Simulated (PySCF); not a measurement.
**Structure elucidation problem**

The spectra below were simulated for a compound C₇H₁₀O.

$^{1}$H NMR (500 MHz, computed): δ 2.28 (m, 1H), 2.13 (m, 1H), 1.95 (m, 1H), 1.71 (m, 1H), 1.70 (m, 1H), 1.63 (m, 1H), 1.44 (m, 1H), 1.38 (m, 1H), 1.31 (m, 1H), 1.29 (m, 1H).

$^{13}$C{$^{1}$H} NMR (computed): δ 218.1, 51.7, 47.0, 39.2, 37.1, 29.7, 26.6.

PySCF 2.14.0 with density-fitted response routines calculation with PBE0-D3(BJ)/def2-SVP geometry, NMR shieldings at PBE0/pcSseg-1/GIAO and J: B3LYP/pcJ-1 (without the spin–dipole term); single conformer, relativity neglected, isolated molecule.

Shifts are taken against calculated references (same method and geometry level): $^{1}$H (31.27 ppm) and $^{13}$C (184.41 ppm) vs TMS.

Choose the structure that fits.
A. CCCc1ccoc1
B. O=C1C[C@@H]2CC[C@H]1C2
C. O=C(C1CC1)C1CC1
D. O=C1[C@H]2CC[C@@H]1CC2

Answers

B. 

- The formula gives 3 degrees of unsaturation (2 rings in the answer).
- 7 carbon signals for 7 carbons: no two carbons are equivalent.
- Carbon types of the structure: 1 × C, 2 × CH, 4 × CH2, which accounts for all hydrogens.
- δC 218.1: ketone carbonyl carbon; the double bond to the heteroatom, with no lone-pair donor beside it, deshields it most.
- δC 47.0: sp3 CH2 α to a carbonyl; the adjacent C=O deshields it moderately.
- δC 39.2, 29.7, 26.6: sp3 CH2 in a ring; a saturated carbon with 2 carbon neighbours and no heteroatom attached.
- δC 37.1: sp3 CH in a ring; a saturated carbon with 3 carbon neighbours and no heteroatom attached.
- δH 2.13: hydrogen on an sp3 CH α to a carbonyl; α to C=O.

The others: O=C(C1CC1)C1CC1 would give 3 carbon signals, not 7; CCCc1ccoc1 would give 6 signals for carbon-bound and other non-exchanging H, not 10; O=C1[C@H]2CC[C@@H]1CC2 would give 3 carbon signals, not 7.

Splittings below 1 Hz are ignored in the labels, and close J values are merged. Unscaled 3J(H,H) at this level run about 10 % above measured values. Shifts are as computed. Against solution values, carbons near 30 ppm lie about +2 ppm off and those near 130 ppm about +5 ppm. Of 1211 compounds with measured shifts, 218 miss one by over three times the rms of a fit or turn the order of signals round; such compounds aren't used in these exercises.
